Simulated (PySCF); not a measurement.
C₄H₁₀O₂Si₂.
Atom-mapped SMILES: `[CH3:1][CH2:2][O:3][SiH2:4][C:5]#[C:6][SiH2:7][OH:8]` (hydrogens: H9, H10, H11 on C1; H12, H13 on C2; H14, H15 on Si4; H16, H17 on Si7; H18 on O8)

Level: CAM-B3LYP/def2-SVPD in PySCF, non-relativistic, on one gas-phase PBE0-D3(BJ)/def2-SVP geometry that isn't relaxed in the solvent. The solvent is an IEF-PCM continuum (van der Waals radii × 1.2). Only the electrostatic response of the medium enters.

Gas phase at CAM-B3LYP/def2-SVPD: HOMO -9.54 eV, LUMO -0.02 eV, dipole 0.35 D.

**Question.** What does the continuum do to the energy, the frontier levels and the dipole at CAM-B3LYP/def2-SVPD in chloroform and methanol?

**Answer.** 
```tsv
solvent	ε	E(solvent) − E(gas) (kcal/mol)	polarisation term (kcal/mol)	distortion of the solute (kcal/mol)	HOMO (eV)	LUMO (eV)	dipole (D)
chloroform	4.711	-4.06	-4.40	0.34	-9.54	0.02	0.41
methanol	32.61	-5.66	-6.34	0.68	-9.56	0.02	0.47
```

Polarisation term: ½ Σ q·V over the induced surface charges. Distortion: the rise of the solute's own energy as its density leaves the gas-phase optimum. From chloroform to methanol the lowering changes by a factor 1.39, Onsager's factor (ε − 1)/(2ε + 1) by 1.34 and ε itself by 6.9.

**Question.** How does the static polarisability (CAM-B3LYP/def2-SVPD, frozen core, with the continuum's full static response) change?

**Answer.** 
| medium | isotropic (au) | principal values (au) | ⟨r²⟩ of the electrons (bohr²) |
| --- | --- | --- | --- |
| gas | 108.7 | 88.7, 99.7, 137.9 | 2537.6 |
| chloroform | 130.2 | 109.4, 119.2, 162.0 | 2537.2 |
| methanol | 140.1 | 120.6, 128.1, 171.6 | 2537.0 |

The isotropic value in methanol is 1.29 times the gas-phase one; no cavity-field correction is applied. ⟨r²⟩ is taken about the centre of nuclear charge.

Shape of the structure used: `[CH3:1][CH2:2][O:3][SiH2:4][C:5]#[C:6][SiH2:7][OH:8]`: C1–C2–O3–Si4 -173°, C2–O3–Si4–C5 56°, H–O8–Si7–C6 54°.
